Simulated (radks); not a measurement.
The numbers below are computed, except where a source is named.
Dipole-allowed excitations along the series with 18 electrons in [Ar]. Level of theory: scalar-relativistic Kohn-Sham, LDA (Slater exchange, Perdew-Wang correlation), spin-unpolarised, spherical densities, finite nucleus; Fermi nuclear charge, rms radius of each element as measured or else 0.836 A^(1/3) + 0.57 fm (a radial shooting solver on a logarithmic mesh with Libxc functionals). Time-dependent linear response with the Hartree and adiabatic LDA kernel, continuum included through the Sternheimer equations, no spin-orbit coupling, so fine structure and intercombination lines are absent. Lines are the poles of the dipole polarisability below minus the highest occupied eigenvalue, found on a grid refined at the orbital gaps; the lowest seven at most are given, and weak or close lines can be missed. The first line takes the name of the lowest orbital gap if no other gap lies below it; otherwise a line is named after a gap within 0.6 % of it, if that gap stands alone.

| species | -e(HOMO) (eV) | lowest orbital gap (eV) | first line (eV) | f | strongest line (eV) | its f | static alpha (bohr^3) |
|---|---|---|---|---|---|---|---|
| Sc3+ | 64.637 | 3p-3d 32.101 | 39.958 (3p-4s) | 1.14 | 41.869 (unassigned) | 3.40 | 2.163 |
| Ti4+ | 89.419 | 3p-3d 36.885 | 48.588 (3p-3d) | 4.31 | the first | 4.31 | 1.495 |
| V5+ | 117.41 | 3p-3d 41.500 | 54.894 (3p-3d) | 3.84 | the first | 3.84 | 1.083 |

Estimate the first line of Ca2+, its oscillator strength and the static polarisability.

Answer. 28.819 eV (3p-4s), f = 0.492, alpha = 3.344 bohr^3.
